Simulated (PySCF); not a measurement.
C7H7N.
Numbering: `[CH2:1]=[CH:2]/[CH:3]=[CH:4]/[CH:5]=[CH:6]/[C:7]#[N:8]` (hydrogens: H9, H10 on C1; H11 on C2; H12 on C3; H13 on C4; H14 on C5; H15 on C6)

Method: PBE0-D3(BJ)/def2-SVP geometry optimisation, gas phase (PySCF); density fitting, grid level 1; the optimiser is geomeTRIC in internal coordinates, started from a GFN2-xTB structure.

Step 0: E = -8844.1924 eV
```
atom  x, y, z in Å  |  force x, y, z in eV/Å
C1     -3.3378    0.5358    0.5331   -0.096   0.019  -0.024
C2     -2.2276    0.3738   -0.1863    0.238  -0.043   0.066
C3     -0.9333    0.1440    0.3925   -0.091   0.025  -0.240
C4      0.1925   -0.0194   -0.3299    0.085  -0.021   0.173
C5      1.4765   -0.2479    0.2537   -0.128   0.029  -0.195
C6      2.6028   -0.4109   -0.4676   -0.265   0.042  -0.031
C7      3.8510   -0.6332    0.1284   -0.688   0.123  -0.301
N8      4.8770   -0.8145    0.6120    1.512  -0.269   0.698
H9     -3.3227    0.5027    1.6102    0.058  -0.028   0.619
H10    -4.2944    0.7063    0.0710   -0.532   0.097  -0.302
H11    -2.2728    0.4124   -1.2672   -0.062   0.024  -0.492
H12    -0.8854    0.1041    1.4736    0.090  -0.030   0.502
H13     0.1451    0.0211   -1.4113   -0.072   0.025  -0.466
H14     1.5303   -0.2895    1.3347    0.066  -0.024   0.440
H15     2.5945   -0.3768   -1.5497   -0.115   0.032  -0.448
```

Question: Estimate the geometry and energy of step 1. (The exact step hangs on the optimiser's Hessian estimate; all steps are aligned on step 0, rigid shifts and turns removed.)

Answer: E = -8844.2495 eV, largest force 0.127 eV/Å
```
atom  x, y, z in Å  |  force x, y, z in eV/Å
C1     -3.3614    0.5396    0.5388   -0.060   0.008   0.064
C2     -2.2443    0.3767   -0.1869   -0.013   0.006  -0.110
C3     -0.9391    0.1452    0.3837    0.031  -0.010   0.121
C4      0.1932   -0.0196   -0.3392   -0.022   0.008  -0.108
C5      1.4827   -0.2487    0.2502    0.022  -0.008   0.125
C6      2.6209   -0.4143   -0.4620   -0.003   0.004  -0.109
C7      3.8868   -0.6390    0.1405   -0.018   0.003   0.010
N8      4.9277   -0.8227    0.6213    0.028  -0.006   0.012
H9     -3.3371    0.5034    1.6334   -0.003   0.002  -0.037
H10    -4.3319    0.7131    0.0668    0.031  -0.005   0.009
H11    -2.3026    0.4186   -1.2821    0.004  -0.002   0.040
H12    -0.8756    0.1020    1.4796   -0.006   0.003  -0.049
H13     0.1388    0.0222   -1.4345    0.007  -0.003   0.036
H14     1.5369   -0.2904    1.3449   -0.010   0.004  -0.041
H15     2.6006   -0.3782   -1.5574    0.013  -0.004   0.038
```

The energy changes by -0.0571 eV. The first-order estimate −F·Δx gives -0.1179 eV and the mean of the old and new forces, exact on a quadratic surface, -0.0576 eV. The step makes an angle of 60° with the force vector and moves no atom by more than 0.052 Å.

The cost below is that of the whole optimisation. Hardware: one thread of an Arm Neoverse V1, no GPU, on a shared host. Cost: 42 s, 0.55 GiB resident at most.
